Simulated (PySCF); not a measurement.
A calculated (BP86, PySCF 2.14, x2c-TZVPPall with one added diffuse shell each of s, p, d, f type, the spin-free X2C one-electron Hamiltonian (Gaussian nucleus)) atom or ion has these occupied shells.

```json
{"shell": "1s α", "electrons": "1", "orbital energy (eV)": "-82872.9", "rms radius, mean of both spins (bohr)": "0.0187"}
{"shell": "1s β", "electrons": "1", "orbital energy (eV)": "-82872.9", "rms radius, mean of both spins (bohr)": "0.0187"}
{"shell": "2s α", "electrons": "1", "orbital energy (eV)": "-14695.3", "rms radius, mean of both spins (bohr)": "0.0756"}
{"shell": "2s β", "electrons": "1", "orbital energy (eV)": "-14695.3", "rms radius, mean of both spins (bohr)": "0.0756"}
{"shell": "2p α", "electrons": "3", "orbital energy (eV)": "-12735.6", "rms radius, mean of both spins (bohr)": "0.0694"}
{"shell": "2p β", "electrons": "3", "orbital energy (eV)": "-12735.6", "rms radius, mean of both spins (bohr)": "0.0694"}
{"shell": "3s α", "electrons": "1", "orbital energy (eV)": "-3496.4", "rms radius, mean of both spins (bohr)": "0.193"}
{"shell": "3s β", "electrons": "1", "orbital energy (eV)": "-3496.4", "rms radius, mean of both spins (bohr)": "0.193"}
{"shell": "3p α", "electrons": "3", "orbital energy (eV)": "-2927.1", "rms radius, mean of both spins (bohr)": "0.195"}
{"shell": "3p β", "electrons": "3", "orbital energy (eV)": "-2927.1", "rms radius, mean of both spins (bohr)": "0.195"}
{"shell": "3d α", "electrons": "5", "orbital energy (eV)": "-2299.8", "rms radius, mean of both spins (bohr)": "0.178"}
{"shell": "3d β", "electrons": "5", "orbital energy (eV)": "-2299.8", "rms radius, mean of both spins (bohr)": "0.178"}
{"shell": "4s α", "electrons": "1", "orbital energy (eV)": "-776.10", "rms radius, mean of both spins (bohr)": "0.424"}
{"shell": "4s β", "electrons": "1", "orbital energy (eV)": "-776.08", "rms radius, mean of both spins (bohr)": "0.424"}
{"shell": "4p α", "electrons": "3", "orbital energy (eV)": "-588.19", "rms radius, mean of both spins (bohr)": "0.452"}
{"shell": "4p β", "electrons": "3", "orbital energy (eV)": "-588.17", "rms radius, mean of both spins (bohr)": "0.452"}
{"shell": "4d α", "electrons": "5", "orbital energy (eV)": "-357.68", "rms radius, mean of both spins (bohr)": "0.483"}
{"shell": "4d β", "electrons": "5", "orbital energy (eV)": "-357.66", "rms radius, mean of both spins (bohr)": "0.483"}
{"shell": "5s α", "electrons": "1", "orbital energy (eV)": "-127.11", "rms radius, mean of both spins (bohr)": "0.956"}
{"shell": "5s β", "electrons": "1", "orbital energy (eV)": "-127.09", "rms radius, mean of both spins (bohr)": "0.956"}
{"shell": "4f α", "electrons": "7", "orbital energy (eV)": "-105.65", "rms radius, mean of both spins (bohr)": "0.531"}
{"shell": "4f β", "electrons": "7", "orbital energy (eV)": "-105.62", "rms radius, mean of both spins (bohr)": "0.531"}
{"shell": "5p α", "electrons": "3", "orbital energy (eV)": "-76.317", "rms radius, mean of both spins (bohr)": "1.10"}
{"shell": "5p β", "electrons": "3", "orbital energy (eV)": "-76.270", "rms radius, mean of both spins (bohr)": "1.10"}
{"shell": "5d α", "electrons": "5", "orbital energy (eV)": "-19.250", "rms radius, mean of both spins (bohr)": "1.60"}
{"shell": "5d β", "electrons": "5", "orbital energy (eV)": "-18.953", "rms radius, mean of both spins (bohr)": "1.60"}
{"shell": "6s α", "electrons": "1", "orbital energy (eV)": "-15.259", "rms radius, mean of both spins (bohr)": "2.72"}
```

Task: Name the element and its charge.

Result: Hg⁺ (mercury, charge +1), in [Xe] 4f14 5d10 6s1, 2S determinant.
